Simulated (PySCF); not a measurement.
Computed shifts of a molecule CH5ClFNSi, PySCF with PBE/pcSseg-1, GIAO, gas phase, equivalent atoms averaged, in ppm (number of nuclei): ¹³C: 1.2 (1). ²⁹Si: 2.8 (1). ¹⁵N: 47.1 (1). ¹⁹F: -127.8 (1). ¹H: 1.54 (1), 1.38 (1), 0.65 (3). References: ¹³C against TMS (σ = 182.0 ppm); ²⁹Si against TMS (σ = 335.4 ppm); ¹⁵N against NH3 (σ = 267.0 ppm); ¹⁹F against CFCl3 (σ = 133.6 ppm); ³⁵Cl against HCl (σ = 936.5 ppm); ¹H against TMS (σ = 31.49 ppm), references at their B3LYP-D3(BJ)/def2-TZVP geometries, non-relativistic (without spin–orbit terms, shifts of atoms bonded to Cl or Br come out too high). Geometry: r2SCAN-D4/def2-SVP. The values are those of a single conformer.

Q: Pick the molecule that these values belong to.
(A) NC[Si@H](F)Cl
(B) N[Si@@H](Cl)CF
(C) CN[Si@H](F)Cl
(D) C[Si@@](N)(F)Cl

A: D, C[Si@@](N)(F)Cl
